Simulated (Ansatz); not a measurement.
`CO[AsH][SiH3]` + `[SiH3]P` → `[SiH3]P[SiH3]` + `CO[AsH2]` at 500 K and 1 bar (cleavage of the Si–As bond).

Computed with Ansatz on PBE0-D4/def2-TZVP structures; ΔE is electronic, products minus reactants. CBS: MP2 limit from def2 TZ/QZ plus the TZ coupled-cluster correction, frozen cores. This one scheme is used for every species. For As outer-core shells are correlated without core-valence functions, which leaves a few kJ/mol of doubt a bond. Scalar relativity is left out up to krypton. Each species was taken in one conformer, which may not be the lowest.

| species | CCSD(T)/CBS energy (Eh) | H − E (kJ/mol) | S (J/(mol·K)) |
| --- | --- | --- | --- |
| `CO[AsH][SiH3]` | -2641.50192 | 244.8 | 433.3 |
| `[SiH3]P` | -633.00997 | 141.7 | 322.6 |
| `[SiH3]P[SiH3]` | -923.30091 | 202.5 | 406.7 |
| `CO[AsH2]` | -2351.21577 | 183.5 | 338.9 |

H − E and S are ideal-gas, rigid-rotor, harmonic terms from PBE0-D4/def2-TZVP, for one conformer and one mirror image of each species. 1 Eh = 2625.50 kJ/mol, R = 8.31446 J/(mol·K).

Q: By hand: ΔE, ΔH, ΔS and ΔG.

A: ΔE = (-923.30091) + (-2351.21577) − (-2641.50192) − (-633.00997) = -0.00479 Eh = -12.6 kJ/mol. Δ(H − E) = 202.5 + 183.5 − 244.8 − 141.7 = -0.5, so ΔH = -13.1 kJ/mol. ΔS = 406.7 + 338.9 − 433.3 − 322.6 = -10.3 J/(mol·K). ΔG = -13.1 − 500 × (-10.3)/1000 = -7.9 kJ/mol.

Q: By hand: the equilibrium constant, and the temperature at which ΔG would vanish if ΔH and ΔS stayed fixed.

A: log₁₀ K = −ΔG/(RT ln 10) = 0.8. ΔG = 0 at ΔH/ΔS = 1272 K, though so small a ΔS makes that figure unsure.

TΔS isn't small against ΔH here. A doubt of 5 kJ/mol in ΔE shifts log₁₀ K by 0.5 here. Other conformers and mirror images would add mixing entropy, several J/(mol·K) or more a flexible species. Modes under 60 cm⁻¹, often nearly free rotors, make the harmonic entropy too high. These are equilibria of isolated gas molecules and say nothing of rates. Largest T1 diagnostic: 0.013 (customary marks: 0.02 for closed shells, 0.045 for open ones).
